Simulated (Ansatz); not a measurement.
C3H2, SMILES `[CH]C#C` (excited singlet) (charge 0, multiplicity 1). This singlet is an excited state, 0.57 eV above the relaxed triplet at the level B3LYP/cc-pVTZ // PBE0-D3(BJ)/def2-TZVP (Ansatz, a quantum-chemistry and plane-wave program).

These are frozen-core CCSDTQ/6-31g // PBE0-D3(BJ)/def2-TZVP (Ansatz) values and carry that method's errors.

Ansatz 0.2 input:
```yaml
crystal:
  periodic: [false, false, false]
  atoms:
    - { symbol: C, position_ang: [-1.27073, -0.168066, 0.777046] }
    - { symbol: C, position_ang: [-0.002773, -0.129103, 0.562571] }
    - { symbol: C, position_ang: [1.259352, -0.374075, 0.553278] }
    - { symbol: H, position_ang: [-2.033919, 0.503961, 0.40512] }
    - { symbol: H, position_ang: [2.048077, 0.167287, 0.046662] }
basis:
  gaussian: { orbitals: "6-31g" }
correlation:
  method: ccsdtq
```

Output:

```
Functional definition: HF
714 factors; integrals over basis functions are off by at most 9.5e-8 eV
mean field evaluation 1: about -3115.0411 eV, gradient 1.6e1 eV
mean field evaluation 2: about -3115.0518 eV, gradient 1.6e1 eV
mean field evaluation 4: about -3116.2255 eV, gradient 2.1e0 eV
mean field evaluation 8: about -3116.2510 eV, gradient 1.9e-5 eV
mean field evaluation 16: about -3116.2150 eV, gradient 2.1e0 eV
mean field evaluation 32: about -3113.4176 eV, gradient 2.1e0 eV
mean field -3116.25081420 eV, -114.5201051513 hartree, gradient 1.8e-6 eV, S^2 0.000000; 1 other end points of the search recorded, 0 dependent functions left out; unrestricted orbitals would lower it
determinant -3116.25081420 eV, -114.5201051513 hartree, with singles and doubles -3123.59139446 eV, -114.7898665000 hartree
determinant -3113.44329469 eV, -114.4169307123 hartree, with singles and doubles -3121.18457866 eV, -114.7014176507 hartree
3 core orbitals not correlated
reference -3116.25081420 eV, -114.5201051513 hartree; 7, 7 occupied and 21, 21 virtual orbitals, 714 factors
second order -6.58236934 eV of doubles, -0.00000000 eV of singles
cycle   1  -6.76885561 eV  change   -1.9e-1 eV  update   1.3e-1
cycle   2  -7.38612511 eV  change   -6.2e-1 eV  update   7.0e-2
cycle   3  -7.76166919 eV  change   -3.8e-1 eV  update   4.2e-2
cycle   4  -7.76719934 eV  change   -5.5e-3 eV  update   1.8e-2
cycle   5  -7.79130604 eV  change   -2.4e-2 eV  update   1.2e-2
cycle   6  -7.80381653 eV  change   -1.3e-2 eV  update   7.9e-3
cycle   7  -7.81044112 eV  change   -6.6e-3 eV  update   5.9e-3
cycle   8  -7.81533856 eV  change   -4.9e-3 eV  update   4.0e-3
cycle   9  -7.81753902 eV  change   -2.2e-3 eV  update   2.7e-3
cycle  10  -7.81692572 eV  change    6.1e-4 eV  update   1.4e-3
cycle  11  -7.81613915 eV  change    7.9e-4 eV  update   6.9e-4
cycle  12  -7.81640215 eV  change   -2.6e-4 eV  update   3.6e-4
cycle  13  -7.81620686 eV  change    2.0e-4 eV  update   1.8e-4
cycle  14  -7.81636779 eV  change   -1.6e-4 eV  update   1.0e-4
cycle  15  -7.81647472 eV  change   -1.1e-4 eV  update   5.3e-5
cycle  16  -7.81655997 eV  change   -8.5e-5 eV  update   3.1e-5
cycle  17  -7.81659816 eV  change   -3.8e-5 eV  update   1.4e-5
cycle  18  -7.81660609 eV  change   -7.9e-6 eV  update   7.5e-6
cycle  19  -7.81660669 eV  change   -6.0e-7 eV  update   4.7e-6
cycle  20  -7.81660642 eV  change    2.7e-7 eV  update   3.1e-6
cycle  21  -7.81660837 eV  change   -2.0e-6 eV  update   2.1e-6
cycle  22  -7.81661002 eV  change   -1.6e-6 eV  update   1.5e-6
cycle  23  -7.81661116 eV  change   -1.1e-6 eV  update   1.0e-6
cycle  24  -7.81661232 eV  change   -1.2e-6 eV  update   7.3e-7
cycle  25  -7.81661219 eV  change    1.2e-7 eV  update   4.8e-7
Total energy: -3124.06742640 eV, -114.8073603511 hartree
```
